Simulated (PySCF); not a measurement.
## Hg⁶²⁺: ionisation energy

Hg⁶²⁺ [Ar] → Hg⁶³⁺ [Ne] 3s2 3p5 [3p1/2^2 3p3/2^3, M_J = 3/2], as a difference of total energies. Computed with PySCF 2.14 in an even-tempered Gaussian basis (18 s from 20 bohr⁻², ratio 2.4; 14 p from 26 bohr⁻², ratio 2.4; 4 d from 95 bohr⁻², ratio 2.6; 4 f from 140 bohr⁻², ratio 2.6), with the two-component X2C-1e Hamiltonian. Correlated levels: 1s2 frozen; the 48 highest virtual spinors dropped. "Screened" scales the spin-orbit matrix elements by Boettger's factors to mimic the two-electron term; Breit and QED terms are absent.

```
                    method  ionisation energy (eV)
           GHF (spin-free)                  7084.5
          GMP2 (spin-free)                  7085.5
 GHF (screened spin-orbit)                  6938.0
GMP2 (screened spin-orbit)                  6939.1
```

Breit and QED terms and the two-electron picture change are absent.

The spin-free rows lack the spin-orbit shift.

For comparison: 6933 ± 15 eV (theoretical estimate listed by NIST; NIST Atomic Spectra Database, ionization energies).
